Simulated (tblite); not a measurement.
C₂H₄BBrCl₂.
Bonds: Cl1–B2, B2–Cl3, B2–C4, C4–C5, C5–Br6. Hydrogens: H7, H8 on C4; H9, H10 on C5.

Computed with GFN2-xTB (tblite), gas phase: nudged elastic band of 9 images (0 to 8), spring 0.2 eV/Å², climbing image at the end, force threshold 0.05 eV/Å. No saddle search or frequency run followed, so the top image need not be a first-order saddle, and its height can exceed the method's true barrier by a kcal/mol or more.

The band describes a rotation about C4–C5 (sp3 carbon bound to boron, sp3 C–Br carbon), followed by the dihedral B2–C4–C5–Br6, from the optimised start (180°) to a second optimised geometry at -67°.

**Question.** Give the energy profile along the converged band.

**Answer.** 
```tsv
image	dihedral (°)	E (kJ/mol)	C4–C5 (Å)	B2···Br6 (Å)	largest true force (eV/Å)
0	180	0.00	1.521	4.36	0.01
1	-166	1.35	1.522	4.35	0.05
2	-152	5.03	1.525	4.31	0.06
3	-137	9.04	1.529	4.23	0.06
4	-122	11.02	1.532	4.12	0.04
5	-108	9.82	1.531	3.96	0.05
6	-93	6.16	1.528	3.78	0.06
7	-78	2.30	1.524	3.56	0.05
8	-67	0.61	1.523	3.43	0.01
```

Barriers of this band. The top is image 4 at -122°: 11.02 kJ/mol forward and 10.41 kJ/mol back; the end lies 0.61 kJ/mol above the start. The central bond is 0.011 Å longer at the top than at the start.

Other torsions move too; by image: Cl1–B2–C4–C5 (0, 1, 1, 1, 0, -1, -2, -2, -22°).

**Question.** What rate follows at 250 K for crossing this barrier forward?

**Answer.** Taking the electronic barrier for the free energy of activation (no zero-point or entropy terms, transmission 1), rate = (kT/h)·exp(−ΔE/kT) ≈ 3 × 10^10 s⁻¹, whose inverse is 4 × 10^-11 s. An error of 1 kcal/mol in the barrier changes this by a factor of 7, and the method and the loose band can each miss by that much or more.

**Question.** How would the two end points share their population at 250 K, from these energies alone?

**Answer.** exp(−ΔE/kT) with ΔE = 0.006 eV gives 0.76 for the higher one (end) against 1 for the lower, without vibrational, rotational or degeneracy terms. GFN2-xTB can put conformers this close in the wrong order.

**Question.** How long is the path, and how are the images spaced?

**Answer.** Cartesian distances between aligned neighbours (all atoms, Å): 0.45, 0.48, 0.48, 0.49, 0.48, 0.49, 0.51, 0.66; the sum is 4.03 Å, and the top lies 47 % of the way along.

The cost below is that of the whole band run. Cost: about 9 s of CPU time on one thread; the machine was shared, so the figure is rough.
